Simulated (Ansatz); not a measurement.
Species: GeO$_{3}$, charge 0, multiplicity 1. 
Structure (B3LYP-D3(BJ)/def2-TZVP (Ansatz, a quantum-chemistry and plane-wave program) minimum search):
```xyz
4

Ge     0.0017    -0.2139     0.0003
O      0.0146    -1.8403     0.0022
O      0.8015     1.3544     0.0182
O     -0.8229     1.3415    -0.0215
```

Basis-set convergence of Hartree-Fock and MP2 correlation energies (hartree) with Ansatz. Cores are frozen in the correlated levels unless marked. Spin-orbit coupling is left out. Frozen are the shells of the preceding noble gas and the d and f shells that filled before the atom's block. Non-relativistic.

The Hartree-Fock reference is unstable (checked in the largest basis), which strains HF and MP2. 

```csv
basis,functions,E(HF),"E(corr, MP2)"
cc-pVDZ,69,-2299.73006,-0.67918
cc-pVTZ,133,-2299.89496,-0.84609
cc-pVQZ,233,-2299.91742,-0.90848
```

Extrapolating the two largest sets (X = 3 and 4) as X^-3: E(corr) = (64·(-0.90848) - 27·(-0.84609))/37 = -0.9540 Eh, an estimate of the basis-set limit. The largest set recovers 95.2 % of it, the smallest 71.2 %.
